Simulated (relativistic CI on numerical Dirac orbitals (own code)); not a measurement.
Line list: Electric-dipole lines, Xe18+

Calculated at this level of theory: Dirac-Coulomb-Breit CI, KLI orbitals optimised for each configuration, model QED, unscaled Slater integrals (own radial code, finite nucleus).

Configuration list (outside the closed core [Ar] 3d10): 4s2 4p6, 4s2 4p5 4d, 4s 4p6 4d, 4s2 4p5 4f, 4s 4p6 4f, 4s2 4p5 5s, 4s2 4p5 5p, 4p6 4d2, 4p5 4d3, 4p5 4d2 4f, 4p5 4d2 5s, 4p5 4d2 5p, 4p6 4f2, 4p5 4d 4f2, 4p5 4f3, 4p5 4f2 5s, 4p5 4f2 5p. Double excitations out of closed p, d and f shells are left out; levels of such configurations are missing from the list, as are those of other unlisted configurations, and high levels can miss mixing partners.

```
λ vac (Å)                  Lower                  Upper   A (s⁻¹)  E lower (10³ cm⁻¹)  E upper (10³ cm⁻¹)
   74.501   4s2 4p5 4d 3F°_4 [6]   4s2 4p5 5p 3D_3 [36]  1.88e+11               681.4              2023.7
   76.435   4s2 4p5 4d 3F°_3 [4]   4s2 4p5 5p 3D_2 [35]  1.82e+11               674.6              1982.9
   101.32      4p6 4d2 3F_2 [48]    4p5 4d3 3D°_1 [159]  8.00e+11              2574.7              3561.7
   101.63      4p6 4d2 3P_2 [52]    4p5 4d3 3S°_1 [165]  7.63e+11              2616.4              3600.3
   102.32      4p6 4d2 3F_3 [49]    4p5 4d3 3D°_2 [160]  8.02e+11              2593.6              3570.9
   103.76      4p6 4d2 3F_4 [50]    4p5 4d3 3D°_3 [161]  8.04e+11              2608.9              3572.7
   104.73      4p6 4d2 1G_4 [54]    4p5 4d3 1F°_3 [164]  8.34e+11              2637.3              3592.1
   104.88       4s2 4p6 1S_0 [1]  4s2 4p5 4d 1P°_1 [13]  1.05e+12                 0.0               953.5
   105.24      4p6 4d2 1G_4 [54]    4p5 4d3 1G°_4 [163]  1.06e+12              2637.3              3587.5
   106.78      4p6 4d2 3F_4 [50]    4p5 4d3 3F°_4 [157]  7.55e+11              2608.9              3545.5
   107.19      4p6 4d2 3F_3 [49]    4p5 4d3 3F°_3 [155]  4.53e+11              2593.6              3526.5
   110.40      4p6 4d2 3P_2 [55]    4p5 4d3 3P°_2 [158]  4.86e+11              2642.9              3548.6
   110.68      4p6 4d2 3F_2 [48]    4p5 4d3 3F°_2 [148]  3.89e+11              2574.7              3478.1
   111.78      4p6 4d2 3P_2 [55]    4p5 4d3 1F°_3 [156]  3.67e+11              2642.9              3537.5
   114.10   4s2 4p5 4d 3P°_0 [2]   4s2 4p5 4f 3D_1 [20]  1.79e+11               640.1              1516.6
   114.50    4s 4p6 4d 3D_1 [14]   4s 4p6 4f 3F°_2 [41]  1.36e+11              1252.5              2125.9
   114.73      4p6 4d2 1G_4 [54]    4p5 4d3 1H°_5 [153]  2.46e+11              2637.3              3508.9
   114.85   4s2 4p5 4d 3P°_1 [3]   4s2 4p5 4f 3D_2 [21]  1.94e+11               653.2              1523.9
   115.57    4s 4p6 4d 3D_2 [15]   4s 4p6 4f 3F°_3 [42]  1.49e+11              1261.7              2126.9
   115.82   4s2 4p5 4d 3P°_1 [3]   4s2 4p5 4f 3D_1 [20]  1.88e+11               653.2              1516.6
   116.72   4s2 4p5 4d 3F°_3 [4]   4s2 4p5 4f 3F_3 [22]  5.81e+10               674.6              1531.4
   116.82   4s2 4p5 4d 3P°_2 [5]   4s2 4p5 4f 3D_3 [23]  5.16e+10               677.2              1533.3
   117.02      4p6 4d2 3P_2 [52]    4p5 4d3 3D°_3 [146]  2.63e+11              2616.4              3471.0
   117.08   4s2 4p5 4d 3P°_2 [5]   4s2 4p5 4f 3F_3 [22]  1.42e+11               677.2              1531.4
   117.75    4s 4p6 4d 3D_3 [16]   4s 4p6 4f 3F°_4 [43]  1.68e+11              1279.2              2128.4
   117.94  4s2 4p5 4d 3F°_2 [10]   4s2 4p5 4f 3G_3 [26]  2.24e+11               793.3              1641.2
   118.11   4s2 4p5 4d 3P°_2 [5]   4s2 4p5 4f 3D_2 [21]  1.45e+11               677.2              1523.9
   118.82   4s2 4p5 4d 3F°_3 [4]   4s2 4p5 4f 3G_4 [19]  2.10e+11               674.6              1516.2
   119.32   4s2 4p5 4d 1D°_2 [7]   4s2 4p5 4f 3D_3 [23]  1.90e+11               695.2              1533.3
   120.37  4s2 4p5 4d 3D°_2 [11]   4s2 4p5 4f 3D_3 [28]  2.54e+11               822.5              1653.2
   120.95   4s2 4p5 4d 3F°_4 [6]   4s2 4p5 4f 3G_5 [18]  2.17e+11               681.4              1508.2
   121.89  4s2 4p5 4d 1F°_3 [12]   4s2 4p5 4f 1G_4 [27]  2.21e+11               832.0              1652.4
   122.12   4s2 4p5 4d 3D°_3 [8]   4s2 4p5 4f 3F_4 [24]  2.05e+11               722.7              1541.5
   123.37   4s2 4p5 4d 3D°_3 [8]   4s2 4p5 4f 3D_3 [23]  6.01e+10               722.7              1533.3
   123.63    4s 4p6 4d 1D_2 [17]   4s 4p6 4f 1F°_3 [47]  2.15e+11              1347.0              2155.9
   124.31      4p6 4d2 3F_2 [48]    4p5 4d3 3G°_3 [123]  2.09e+11              2574.7              3379.1
   124.61   4s2 4p5 4d 3D°_1 [9]   4s2 4p5 4f 3F_2 [25]  1.51e+11               763.0              1565.5
   137.86  4s2 4p5 4d 1P°_1 [13]   4s2 4p5 4f 1D_2 [29]  1.09e+11               953.5              1678.9
   161.22   4s2 4p5 4f 3G_5 [18]   4s 4p6 4f 3F°_4 [43]  9.92e+10              1508.2              2128.4
   163.74   4s2 4p5 4f 3G_4 [19]   4s 4p6 4f 3F°_3 [42]  7.60e+10              1516.2              2126.9
   164.12   4s2 4p5 4f 3D_1 [20]   4s 4p6 4f 3F°_2 [41]  8.05e+10              1516.6              2125.9
   165.83   4s2 4p5 4f 3D_2 [21]   4s 4p6 4f 3F°_3 [42]  5.41e+10              1523.9              2126.9
   167.29   4s2 4p5 4d 3F°_4 [6]    4s 4p6 4d 3D_3 [16]  6.90e+10               681.4              1279.2
   170.34   4s2 4p5 4d 3F°_3 [4]    4s 4p6 4d 3D_2 [15]  6.09e+10               674.6              1261.7
   446.67  4s2 4p5 5s 3P°_2 [30]   4s2 4p5 5p 3D_3 [36]  1.14e+10              1799.8              2023.7
```

Terms are leading LS components. Brackets give the number of a level in order of energy, since labels repeat. The list gives strong lines, with weight on those to low levels, without lines whose two gauges differ by over a factor of 2.5, among the lowest 200 of 2403 levels, so that lines to higher ones, which can be the strongest, are missing. Levels whose partners in the same complex of configurations lie outside the list can be far off, and so can their lines. Rates are taken at the computed energies, electric ones in the length gauge.

At this charge energies of transitions that change n are usually good to better than 1 %, and those within a shell (Δn = 0) to a few per cent.

LS names give the leading component of a level, which can be under half, so a name can repeat, a term be missing and a line seem to break the LS rules.
